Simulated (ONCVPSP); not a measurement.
# zirconium: one change to an ONCV potential, before and after

| Quantity | Value |
| --- | --- |
| Element | Zr |
| Generator | ONCVPSP 4.0.1 |
| Type | optimised norm-conserving Vanderbilt (ONCV) |
| Functional | PBEsol |
| Relativity | fully relativistic |
| Frozen core | [Ar] 3d10 |
| Valence charge | 12 |
| Reference configuration | 4s2 4p6 4d2 5s1 5p1 |
| Partial waves | 4s+5s: rc 2.15 bohr, ncon 4, nbas 8, qcut 5.1 1/bohr, 2 projectors; 4p+5p: rc 1.80 bohr, ncon 5, nbas 8, qcut 9.2 1/bohr, 2 projectors; 4d: rc 2.30 bohr, ncon 4, nbas 9, qcut 6.9 1/bohr, 1 projector |
| Local potential | polynomial inside 1.70 bohr (lpopt 5, dvloc0 4 Ha) |
| Core correction | none |

Open shells are filled in proportion to 2j + 1.

Change: s: qcut 6.3; p: qcut 11.3; d: qcut 8.5.

Cutoffs: the cutoffs (Ha) at which the residual kinetic energy of the hardest occupied pseudo-wave falls to 1 and 0.1 mHa per electron; they do not see the model core or the augmentation charge, which bear on the density cutoff. Errors are all-electron minus pseudo energies relative to the spin-unpolarised reference configuration.

**Question.** What does the change do?

**Answer.** The potential gets harder (26 Ha and 32 Ha → 34 Ha and 40 Ha); of the 4 tests that both files solve, the error grows in 0 and shrinks in 2 by more than 15 % and 0.3 meV (median size 0.3 → 0.2 meV); neither file shows a bound ghost.

| quantity | base | changed |
| --- | --- | --- |
| cutoff, loose | 26 Ha | 34 Ha |
| cutoff, tight | 32 Ha | 40 Ha |
| loose cutoff by channel | s 8.2 Ha, p 26 Ha, d 14 Ha | s 12 Ha, p 34 Ha, d 16 Ha |
| bound ghosts | none | none |
| GHOST(+) flags under 300 eV | none | none |
| error for 4s2 4p6 4d2 5s2 5p0, meV [ΔE -3.07 eV] | -0.6 | -0.2 |
| error for 4s2 4p6 4d2 5s1 5p0, meV [ΔE 4.10 eV] | +0.1 | +0.1 |
| error for 4s2 4p6 4d2 5s0 5p0, meV [ΔE 17.01 eV] | -2.2 | -1.2 |
| error for 4s2 4p6 4d2.5 5s1.5 5p0, meV [ΔE -2.55 eV] | 0.0 | 0.0 |
| s: phases at 2.19 bohr within 0.05 rad from the reference energy up to (Ha; the scan ends near 5) | 4.1 | 4.7 |
| p3/2: phases at 1.83 bohr within 0.05 rad from the reference energy up to (Ha; the scan ends near 5) | to the end of the scan | to the end of the scan |
| p1/2: phases at 1.83 bohr within 0.05 rad from the reference energy up to (Ha; the scan ends near 5) | to the end of the scan | to the end of the scan |
| d5/2: phases at 2.33 bohr within 0.05 rad from the reference energy up to (Ha; the scan ends near 5) | 1.4 | 1.5 |
| d3/2: phases at 2.33 bohr within 0.05 rad from the reference energy up to (Ha; the scan ends near 5) | 1.4 | 1.5 |
